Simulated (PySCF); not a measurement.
Polarisability and C₆ of Tl (thallium, neutral)

[Xe] 4f14 5d10 6s2 6p1, 2P determinant. All numbers are calculated (PySCF 2.14, scalar relativity by spin-free X2C-1e, in ANO-RCC-VTZP (8s7p5d3f2g, 93 functions)). Coupled (time-dependent) response in atomic units; α is the mean over directions. The basis has no added diffuse functions, which lowers α and C₆.

```csv
method,mean α (bohr³),"α xx, yy, zz",C₆ (like pair),S(−4)
UHF,41.71,"37.27, 50.57, 37.27",495.3,398.7
PBE,39.82,"33.66, 52.14, 33.66",462.1,385.1
```

S(−4) is the Cauchy moment in α(ω) = α(0) + S(−4) ω² + …

Reference α: 50 ± 2 bohr³ (recommended; Schwerdtfeger and Nagle, table of static dipole polarizabilities (2023 update)). Published C₆: 509.0 (Gould and Bucko (2016)).

Spin-orbit coupling is absent.

α(iu) at PBE:

```tsv
u (hartree)	α(iu) (bohr³)
0	39.82
0.0500	38.89
0.100	36.41
0.200	29.52
0.300	23.12
0.500	14.81
0.750	9.707
1.00	7.088
1.50	4.459
2.00	3.119
3.00	1.776
5.00	0.7982
```

A single London oscillator, α(iu) = α/(1 + u²/ω²), gives C₆ = (3/4) ω α². Matching the computed C₆ needs ω = 4 × 462.1 / (3 × 39.82²) = 0.389 hartree.

The components differ because the open shell of this determinant is not spherical; for a pure term their mean is the scalar polarisability.

Spin-orbit coupling, absent here, splits the open shell strongly.
